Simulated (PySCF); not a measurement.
Ligands exchanged one at a time, B NH2-H. Gas-phase values, no solvent. Strings in code marks are SMILES.

These are PBE-D3(BJ)/def2-TZVP // B3LYP-D3(BJ)/def2-TZVP in PySCF values and carry that method's errors. Excitations are Tamm–Dancoff values on a coarser integration grid. The basis has no diffuse functions, so Rydberg states are missing or too high.

```csv
species,S1 excitation (TDA) (eV),HOMO (eV)
0 of 3 NH2 replaced by H,5.24,-5.08
1 of 3 NH2 replaced by H (`NBN`),5.87,-5.47
2 of 3 NH2 replaced by H (`BN`),6.96,?
3 of 3 NH2 replaced by H (`B`),–,-8.48
```

Task: Fill in the missing entries.

Result: 
- 2 of 3 NH2 replaced by H (`BN`), HOMO (eV): -7.32
